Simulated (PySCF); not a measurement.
C₇H₁₃FOSi.
Cartesian coordinates in Å at the PBE0-D3(BJ)/def2-SVP level; atoms count from 1:
```xyz
23
C7H13FOSi angstrom
F     -0.0116   -1.7787    0.8112
C      0.4759   -0.8530   -0.1008
C     -0.6969   -0.0459   -0.6259
C     -1.8685   -0.8007   -1.2865
C     -2.8341    0.1661   -0.5765
C     -1.6973    0.5394    0.3928
C      1.4955    0.0348    0.6343
O      2.3080    0.6824   -0.3167
Si     2.4728   -0.2262   -1.7283
C      1.2367   -1.5599   -1.2235
H     -0.3116    0.7465   -1.2897
H     -1.9443   -1.8200   -0.8781
H     -1.8999   -0.8520   -2.3851
H     -3.7548   -0.2552   -0.1468
H     -3.1090    1.0124   -1.2246
H     -1.7219   -0.0780    1.3030
H     -1.5855    1.5958    0.6786
H      2.0923   -0.6135    1.3037
H      0.9896    0.7887    1.2582
H      3.8654   -0.7276   -1.9193
H      2.0953    0.5901   -2.9183
H      0.5705   -1.9443   -2.0088
H      1.7806   -2.4155   -0.7901
```

Computed, not measured: PySCF 2.14.0, PBE0-D3(BJ)/def2-SVP geometry optimisation, gas phase.

Take the most abundant isotopes and a rigid rotor. The values belong to one conformer with, in the numbering `[F:1][C@@:2]1([CH:3]2[CH2:4][CH2:5][CH2:6]2)[CH2:7][O:8][SiH2:9][CH2:10]1`, F1–C2–C3–C4 -57°, C2–C3–C4–C5 140°, C3–C4–C5–C6 -18°, C4–C5–C6–C3 18°, F1–C2–C7–O8 161°.

(1) What are A, B and C (GHz)?

(2) Classify the top.

(3) What does the inertial defect say?

(4) Give the other two planar moments, Paa and Pbb, and the rms extents of the mass along the axes.

(5) Which types of transition are allowed, and where do some lines up to J = 2 fall?

(6) Estimate the classical rotational partition function at 25 K, 50 K and 100 K.

Answers

(1) Ia = 243.83, Ib = 652.26, Ic = 672.73 u·Å²; 505379 MHz·u·Å²/I gives 2073, 774.8 and 751.2 MHz, that is A = 2.0727, B = 0.7748, C = 0.7512 GHz.

(2) A near-prolate asymmetric top. Ray's parameter κ = (2B − A − C)/(A − C) = -0.964; −1 is the prolate and +1 the oblate limit.

(3) Not planar: Δ = Ic − Ia − Ib = -223.36 u·Å². For a rigid frame Δ = −2 Σ m c², so Σ m c² = 111.68 u·Å² lies off the ab plane: 21.21 from hydrogen and 90.47 from heavier atoms. The atom farthest from that plane is 2.15 Å away.

(4) Paa = Σ m a² = (Ib + Ic − Ia)/2 = 540.58 and Pbb = Σ m b² = (Ia + Ic − Ib)/2 = 132.15 u·Å². With the mass M = 160.07 u, the rms extents √(P/M) along a, b and c are 1.84, 0.91, 0.84 Å.

(5) The dipole components are |μa| = 0.30 D, |μb| = 0.97 D, |μc| = 0.62 D. The squared components, which scale the intensities, stand as 0.10 : 1.00 : 0.41 (a : b : c). Some lines, for components of 0.1 D or more:

```
type  branch         J(Ka,Kc)   MHz  lower level (cm⁻¹)
   c       Q  2(1,2) ← 2(0,2)  1275               0.153
   b       Q  1(1,0) ← 1(0,1)  1321               0.051
   c       R  1(1,0) ← 0(0,0)  2847               0.000
   a       R  2(1,2) ← 1(1,1)  3029               0.094
   a       R  2(1,1) ← 1(1,0)  3076               0.095
   c       Q  2(2,1) ← 2(1,1)  3894               0.198
   b       Q  2(2,0) ← 2(1,1)  3894               0.198
   c       R  2(1,1) ← 1(0,1)  4397               0.051
   c       R  2(2,0) ← 1(1,0)  6970               0.095
   b       R  2(2,0) ← 1(1,1)  6993               0.094
```

(6) Point group C1, symmetry number σ = 1; q = (√π/σ)·√((kT/h)³/(ABC)), k/h = 20836.6 MHz/K: 19200 at 25 K, 54300 at 50 K, 153000 at 100 K.

No frequency check. Zero-point vibration and centrifugal distortion are left out.

Hardware: an Arm Neoverse V1 with one thread, on a shared host. Cost: 4.0 min of wall time, 0.93 GiB resident at most. That covers the optimisation of the geometry.
